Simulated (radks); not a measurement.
Question: Valence configurations of N2+ (all share [He]). Calculated with a radial shooting solver on a logarithmic mesh with Libxc functionals: Dirac Kohn-Sham, PBE, spin-unpolarised, spherical densities, finite nucleus; open shells fill j = l - 1/2 first; Fermi nuclear charge, rms radius 2.5582 fm. Order these by energy: 2s1 2p2; 2p3; 2s2 2p1; 2s1.5 2p1.5.

Answer: From the lowest, in eV above it: 2s2 2p1 0.000; 2s1.5 2p1.5 5.819; 2s1 2p2 11.648; 2p3 23.362. NIST lists [He] 2s2 2p1 as the ground configuration; this level of theory agrees among the configurations tried. The energies are those of spherical spin-averaged densities, not of single terms.
